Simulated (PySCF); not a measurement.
Vertical excitations of a molecule C₄H₅Br from TDA-ωB97X/def2-SVPD in PySCF, as energy in eV (oscillator strength): 5.77 (0.028), 5.90 (0.003), 6.05 (0.001), 6.18 (0.005), 7.02 (0.549), 7.67 (0.004), 7.87 (0.262), 7.95 (0.338), 8.06 (0.142), 8.11 (0.151). Lowest triplet (TDA): 4.37 eV. Geometry optimised at r2SCAN-D4/def2-SVP. One conformer was computed; it need not be the lowest.

Task: Identify the compound among the candidates.
A. C=C=C(C)Br
B. C=C=CCBr
C. C=CC(=C)Br
D. CC=C=CBr

Result: B, C=C=CCBr
